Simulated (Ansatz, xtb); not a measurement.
The molecule TaH, multiplicity 3 (lowest of 2S+1 = 1, 3, 5, 7 at CCSD(T)/def2-TZVPP on PBE0 minima; our sources give no spin for the ground state, which may be another). No spin–orbit coupling. The T1 diagnostic near the minimum is 0.091, so single-reference values are doubtful.

The constants come from a fifth-degree fit in 1/R (seven points, main isotopes). In def2 and cc sets the state is the lowest found near the PBE0 minimum, followed along R.

Correlated levels freeze the inner cores; with def2 sets outer-core shells near the valence are correlated too.

Run with Ansatz (an electronic-structure program); xtb for the GFN methods.  In def2 rows elements past Kr take small-core potentials, without spin–orbit coupling. The GFN methods have no spin term and hold the electronic entropy of 300 K.

Problem. What bond length and harmonic frequency does GFN1-xTB give?

Solution. r_e = 1.716 Å, ω_e = 1704 cm⁻¹.

Problem. What bond length and harmonic frequency does wB97X-V/def2-TZVPP give?

Solution. r_e = 1.747 Å, ω_e = 1867 cm⁻¹.

Problem. What bond length and harmonic frequency does B2PLYP/def2-TZVPP give?

Solution. r_e = 1.737 Å, ω_e = 1891 cm⁻¹.
